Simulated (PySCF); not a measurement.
A run for PySCF: R-M06-2X/def2-TZVPPD on H2O (SMILES O) with ghost functions.

```python
from pyscf import gto, dft

mol = gto.M(
    atom='''
    O     0.09649005   -0.38124144    0.07613971
    H     0.78542324   -0.95395377   -0.27665189
    H     0.56608962    0.32634946    0.53390192
    ghost-Si   -0.44985290   -0.94146581    3.20650872
    ghost-Cl    0.93344213    0.61430628    3.12635062
    ghost-H   -0.71248953   -1.18489845    4.63989567
    ghost-H    0.15207057   -2.13748881    2.59347543
    ghost-H   -1.68010388   -0.51844864    2.52033430
    ''',
    basis='def2-tzvppd',
    charge=0, spin=0, verbose=4, max_memory=1800)
mf = dft.RKS(mol, xc='m062x').density_fit(auxbasis='def2-universal-jkfit')
mf.grids.level = 4
mf.conv_tol = 1e-9
mf.max_cycle = 150
mf.kernel()
mf.dip_moment()
```

Output:

```
PySCF version 2.14.0

[INPUT] verbose = 4
[INPUT] num. atoms = 8
[INPUT] num. electrons = 10
[INPUT] charge = 0
[INPUT] spin (= nelec alpha-beta = 2S) = 0
[INPUT] symmetry False subgroup None
[INPUT] Mole.unit = angstrom
[INPUT] Symbol           X                Y                Z      unit          X                Y                Z       unit  Magmom
[INPUT]  1 O      0.096490050000  -0.381241440000   0.076139710000 AA    0.182339768246  -0.720441908935   0.143883199104 Bohr   0.0
[INPUT]  2 H      0.785423240000  -0.953953770000  -0.276651890000 AA    1.484234815469  -1.802711360796  -0.522796303943 Bohr   0.0
[INPUT]  3 H      0.566089620000   0.326349460000   0.533901920000 AA    1.069754343759   0.616711100300   1.008928406179 Bohr   0.0
[INPUT]  4 GHOST-Si  -0.449852900000  -0.941465810000   3.206508720000 AA   -0.850098777341  -1.779112536542   6.059423296830 Bohr   0.0
[INPUT]  5 GHOST-Cl   0.933442130000   0.614306280000   3.126350620000 AA    1.763949978831   1.160870625800   5.907946441164 Bohr   0.0
[INPUT]  6 GHOST-H  -0.712489530000  -1.184898450000   4.639895670000 AA   -1.346410078320  -2.239133555922   8.768132062855 Bohr   0.0
[INPUT]  7 GHOST-H   0.152070570000  -2.137488810000   2.593475430000 AA    0.287371728906  -4.039268445222   4.900958273489 Bohr   0.0
[INPUT]  8 GHOST-H  -1.680103880000  -0.518448640000   2.520334300000 AA   -3.174936194019  -0.979725939253   4.762741569347 Bohr   0.0

nuclear repulsion = 9.13042023008275
number of shells = 82
number of NR pGTOs = 291
number of NR cGTOs = 224
basis = def2-tzvppd
ecp = {}


******** <class 'pyscf.df.df_jk.DFRKS'> ********
method = DFRKS
initial guess = minao
damping factor = 0
level_shift factor = 0
DIIS = <class 'pyscf.scf.diis.CDIIS'>
diis_start_cycle = 1
diis_space = 8
diis_damp = 0
SCF conv_tol = 1e-09
SCF conv_tol_grad = None
SCF max_cycles = 150
direct_scf = False
XC library pyscf.dft.libxc version 7.1.2
    S. Lehtola, C. Steigemann, M. J. T. Oliveira, and M. A. L. Marques,  SoftwareX 7, 1–5 (2018)
XC functionals = m062x
    Y. Zhao and D. G. Truhlar,  Theor. Chem. Acc. 120, 215 (2008)
    Y. Zhao and D. G. Truhlar,  Theor. Chem. Acc. 120, 215 (2008)
radial grids:
    Treutler-Ahlrichs [JCP 102, 346 (1995); DOI:10.1063/1.469408] (M4) radial grids

becke partition: Becke, JCP 88, 2547 (1988); DOI:10.1063/1.454033
pruning grids: <function nwchem_prune>
grids dens level: 4
symmetrized grids: False
atomic radii adjust function: <function treutler_atomic_radii_adjust>
small_rho_cutoff = 0
Set gradient conv threshold to 3.16228e-05
Initial guess from minao.
tot grids = 164408
******** <class 'pyscf.df.df.DF'> ********
auxbasis = def2-universal-jkfit
init E= -76.3179674343024
  HOMO = -0.452040893906258  LUMO = -0.018779404072415  gap/eV = 11.78965
cycle= 1 E= -76.3718645442501  delta_E= -0.0539  |g|= 0.567  |ddm|= 0.872
  HOMO = -0.276976423902905  LUMO = -0.000981243042396329  gap/eV = 7.51021
cycle= 2 E= -76.3514479970771  delta_E= 0.0204  |g|= 0.689  |ddm|= 0.621
  HOMO = -0.406685847247605  LUMO = -0.00449209220449731  gap/eV = 10.94425
cycle= 3 E= -76.4310284737795  delta_E= -0.0796  |g|= 0.0271  |ddm|= 0.293
  HOMO = -0.402330229052499  LUMO = -0.00291116169082883  gap/eV = 10.86875
cycle= 4 E= -76.4311466989302  delta_E= -0.000118  |g|= 0.00366  |ddm|= 0.0201
  HOMO = -0.402910886779992  LUMO = -0.00295323135154746  gap/eV = 10.88340
cycle= 5 E= -76.4311497400606  delta_E= -3.04e-06  |g|= 0.000502  |ddm|= 0.00327
  HOMO = -0.402948013539643  LUMO = -0.00293659257187073  gap/eV = 10.88487
cycle= 6 E= -76.4311498409309  delta_E= -1.01e-07  |g|= 6.99e-05  |ddm|= 0.000769
  HOMO = -0.402950185043711  LUMO = -0.00293416067129826  gap/eV = 10.88499
cycle= 7 E= -76.4311498442077  delta_E= -3.28e-09  |g|= 7.04e-06  |ddm|= 0.000174
  HOMO = -0.402951444445591  LUMO = -0.00293432031368113  gap/eV = 10.88502
cycle= 8 E= -76.431149844243  delta_E= -3.53e-11  |g|= 9.28e-07  |ddm|= 1.18e-05
  HOMO = -0.402951473806127  LUMO = -0.00293430551124629  gap/eV = 10.88502
Extra cycle  E= -76.4311498442432  delta_E= -2.84e-13  |g|= 3.15e-07  |ddm|= 1.25e-06
converged SCF energy = -76.4311498442432
Dipole moment(X, Y, Z, Debye):  1.86711,  0.21631,  0.16904
```

The run converged.

Cost: about 13 core-seconds (a rough figure).
